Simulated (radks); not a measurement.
All-electron atom: the copper ion Cu+ in [Ne] 3s2 3p5.75 3d10 4p0.25 (fractional occupations, a model configuration).

Method: scalar-relativistic Kohn-Sham, AM05, spin-polarised, spherical densities, finite nucleus; open shells are filled with parallel spins first; Fermi nuclear charge, rms radius 3.8823 fm; computed with a radial shooting solver on a logarithmic mesh with Libxc functionals.

Energy parts (eV):
total: -44937.753
kinetic: 45591.414
electron-nucleus: -107989.073
Hartree: 19223.116
exchange-correlation: -1763.211

Orbitals (lengths in bohr, moments of r in powers of bohr):
| orbital | occ. | eigenvalue (eV) | <r^4> |
|---|---|---|---|
| 1s up | 1 | -8846.436 | 0.00003453 |
| 1s down | 1 | -8846.282 | 0.00003453 |
| 2s up | 1 | -1071.282 | 0.007447 |
| 2s down | 1 | -1071.149 | 0.007444 |
| 2p up | 3 | -926.9173 | 0.005543 |
| 2p down | 3 | -926.7375 | 0.005541 |
| 3s up | 1 | -125.0612 | 0.5663 |
| 3s down | 1 | -124.6861 | 0.5678 |
| 3p up | 3 | -82.7853 | 0.7900 |
| 3p down | 2.75 | -82.4233 | 0.7930 |
| 3d up | 5 | -15.6270 | 5.313 |
| 3d down | 5 | -15.3309 | 5.338 |
| 4p up | 0.25 | -7.1025 | 310.8 |
| 4p down | 0 | -6.8276 | 335.2 |

The highest occupied level is 4p up at -7.102 eV. Summed over all electrons, <r^2> = 22.05 bohr^2, which gives a Langevin (diamagnetic) susceptibility term of -17.5 x 10^-6 cm^3/mol.
